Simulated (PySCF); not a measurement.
Assignment exercise: C7H9F3

Geometry:
```
atom   x (Å)   y (Å)   z (Å)
  C1   2.413   0.500  -0.446
  C2   0.970   0.290  -0.121
  C3   0.179   1.239   0.361
  C4  -1.273   1.051   0.686
  F5  -1.980   2.160   0.260
  C6  -1.851  -0.204   0.042
  C7  -0.876  -1.343   0.300
  F8  -1.416  -2.546  -0.089
  C9   0.429  -1.082  -0.452
 F10   0.189  -1.135  -1.815
 H11   2.716   1.522  -0.242
 H12   3.034  -0.180   0.137
 H13   2.582   0.282  -1.501
 H14   0.561   2.231   0.554
 H15  -1.408   1.027   1.780
 H16  -1.950  -0.050  -1.034
 H17  -2.833  -0.440   0.452
 H18  -0.658  -1.441   1.373
 H19   1.164  -1.872  -0.253
```

Computed data (PySCF): GFN2-xTB geometry, PBE0/pcSseg-1 with gauge-including orbitals. Non-relativistic Hamiltonian, one conformer, in vacuum, one averaged value for each set of equivalent atoms.

Scale: 13C (186.93 ppm) and 1H (31.72 ppm) against TMS (reference shieldings calculated alike).

(1) Assign these signals to the numbered atoms. 13C{1H} NMR (computed): δ 142.4, 138.2, 90.8, 90.8, 90.6, 34.2, 24.5.

(2) Assign these signals to the numbered atoms. 1H NMR (300 MHz, computed): δ 6.24 (m, 1H), 5.28 (m, 1H), 4.95 (m, 1H), 4.43 (m, 1H), 2.59 (m, 1H), 2.46 (m, 1H), 2.11 (s, 3H).

## Answers

(1) 
142.4 → C2, fully substituted alkene carbon: the olefinic region
138.2 → C3, alkene CH: the olefinic region
90.8 → C7, sp3 CH bonded to F: pulled downfield by the heteroatom
90.8 → C4, allylic sp3 CH bonded to F: deshielded by the electronegative neighbour
90.6 → C9, allylic sp3 CH bonded to F
34.2 → C6, sp3 CH2 in a ring: saturated and bonded to C and H only
24.5 → C1, allylic methyl carbon: saturated and bonded to C and H only

C7 and C4; C4 and C9 lie closer than the usual error of such a calculation, so a measured spectrum could show them in the other order.

(2) 
| δ (ppm) | atoms | environment | reason |
| --- | --- | --- | --- |
| 6.24 | H14 | hydrogen on an alkene CH | attached to an sp2 carbon and in the plane of the double bond |
| 5.28 | H15 | hydrogen on an allylic sp3 CH bonded to F | its carbon carries F, an electronegative neighbour |
| 4.95 | H19 | hydrogen on an allylic sp3 CH bonded to F | – |
| 4.43 | H18 | hydrogen on an sp3 CH bonded to F | its carbon carries F, hence the downfield position |
| 2.59 | H16 | hydrogen on an sp3 CH2 in a ring | – |
| 2.46 | H17 | hydrogen on an sp3 CH2 in a ring | – |
| 2.11 | H11/H12/H13 | hydrogen on an allylic methyl carbon | allylic position |

Splittings by 19F in the carbon and heteronuclear signals aren't shown, as no couplings were computed. Shifts are as computed. Against solution values, carbons near 30 ppm lie about +3 ppm off and those near 130 ppm about +5 ppm. Of 1309 compounds with measured shifts, 239 miss one by over three times the rms of a fit or turn the order of signals round; such compounds aren't used in these exercises. Multiplicities follow the n + 1 count of equivalent neighbours, as no J values were calculated; m marks all less simple cases, F and P coupling included.
